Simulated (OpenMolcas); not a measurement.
An OpenMolcas run meant for Sc I (ANO-RCC-VTZP, DKH4; inactive shells 1s 2s 2p 3s 3p; intended active space 3 electrons in 6 orbitals (3d 4s)). One step of its input:

```
&CASPT2
Multistate=10 1 2 3 4 5 6 7 8 9 10
Frozen=22 23
IPEA=0.25
Imaginary=0.1
MaxIter=60
WThr=0.0 0.3 0.05
PrWF=0.5
NoMix
```

Lines from the output:

```
|       MOLCAS_SOURCE = <dir>
  |    MOLCAS_STRUCTURE = 0
  |
   --------------------------------------------------------------------------------------
++ ---------   Input file   ---------
>>> COPY JOB001 $Project.JobIph
&CASPT2
Multistate=10 1 2 3 4 5 6 7 8 9 10
Frozen=22 23
IPEA=0.25
Imaginary=0.1
MaxIter=60
WThr=0.0 0.3 0.05
PrWF=0.5
NoMix
-- ----------------------------------
>>> COPY JOB001 a.JobIph
*** symbolic link created: INPORB -> a.RasOrb
--- Start Module: caspt2 at  ---
()()()()()()()()()()()()()()()()()()()()()()()()()()()()()()()()()()()()()()()()()()()()()()()()()()
                                              &CASPT2
                                   only a single process is used
                       available to each process: 2.3 GB of memory, 1 thread
()()()()()()()()()()()()()()()()()()()()()()()()()()()()()()()()()()()()()()()()()()()()()()()()()()
 ###    WARNING: User changed nr of frozen orbitals.                         ###
 ###    ERROR: Too many frozen orbitals!                                     ###
--- Stop Module: caspt2 at  /rc=_RC_INPUT_ERROR_ ---
.####################.
.# User input error #.
.####################.
```

Q: What is wrong with the input?

A: More orbitals are frozen than there are inactive ones.
